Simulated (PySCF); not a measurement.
**How the method changes the constants of HgS**

State: ³Π (triplet), unpaired electrons σ ↑, π ↑. Set-up: PySCF, scalar-relativistic core potentials, basis sets Hg def2-TZVPP with ECP60, S def2-TZVPP. De refers to Hg + S in their high-spin ground configurations, without counterpoise correction. The functionals are run spin-unrestricted. A positive dipole means Hg(−)S(+). Levels whose curve was spin-contaminated or gave no clean fit are not listed.

```tsv
Level	Re (Å)	ωe (cm⁻¹)	De (eV)	μ (D)	CPU s a point (SCF and correlation, without the integrals)
ROHF-CCSD(T)	2.568	159	0.162	n/a	310
PBE	2.536	194	0.53	-1.44	1.7
PW91	2.535	194	0.54	-1.41	1
BP86	2.546	190	0.489	-1.44	1
r²SCAN	2.485	220	0.59	-1.52	2.5
PBE0	2.507	205	0.461	-1.62	3.5
r²SCAN0	2.475	222	0.50	-1.64	3.7
M06-2X	2.530	199	0.458	-1.83	3.8
LC-ωPBE	2.427	253	0.473	-1.90	2.9
```

The bond length runs from 2.427 Å (LC-ωPBE) to 2.568 Å (ROHF-CCSD(T)). De spans 0.16 eV (ROHF-CCSD(T), coupled cluster) to 0.59 eV (r²SCAN, meta-GGA).

Correlated steps freeze 5 core orbitals. These are scalar-relativistic numbers at best; spin–orbit coupling would shift them, the dissociation energy most. The state is the lowest determinant that a PBE0 search found; another state may lie lower at other levels.

The whole job (state search and all levels along the bond) took about 25 min on 2 threads of Arm Neoverse V2 (shared host), peak memory 4.5 GiB.
